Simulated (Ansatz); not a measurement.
The same path of AsGeH5 (7 atoms, charge 0, multiplicity 1) was run twice with different band settings. The coordinate that changes most is the dihedral H4–Ge1–As2–H6.

These are results of RHF/def2-SVP in Ansatz, not measurements.

Relaxed end points:

```xyz
7
Properties=species:S:1:pos:R:3
Ge -0.397 -0.663 -0.488
As 0.697 1.437 0.124
H -0.566 -1.604 0.711
H -1.776 -0.334 -1.073
H 0.455 -1.354 -1.560
H -0.164 1.675 1.342
H 1.812 0.775 0.899
```

```xyz
7
Properties=species:S:1:pos:R:3
Ge -0.267 -0.779 -0.400
As 1.156 1.022 0.442
H 0.164 -2.087 0.274
H -1.753 -0.529 -0.117
H -0.052 -0.896 -1.914
H 0.308 2.132 -0.134
H 0.505 1.070 1.803
```

Common settings: movable images 7; climbing image yes; spring 5.0 eV/Å²; start path IDPP; force threshold 0.05 eV/Å; iteration limit 60; end points relaxed.

| run | optimiser | largest step |
| --- | --- | --- |
| 1 | quadratic models (default) | default |
| 2 | lbfgs | 0.5 Å |

Question: What does each run give, and how far can it be trusted?

Answer: Run 1: converged after 4 iterations, highest image 0.044 eV above the first end. A vibrational analysis at the climbing image gives one clearly imaginary mode, 151i cm⁻¹: a first-order saddle point.
Run 2: converged after 13 iterations, highest image 0.044 eV above the first end. Another band between the same ends (7 images) ends at a top of the same energy, where a vibrational analysis finds 1 clearly imaginary mode.
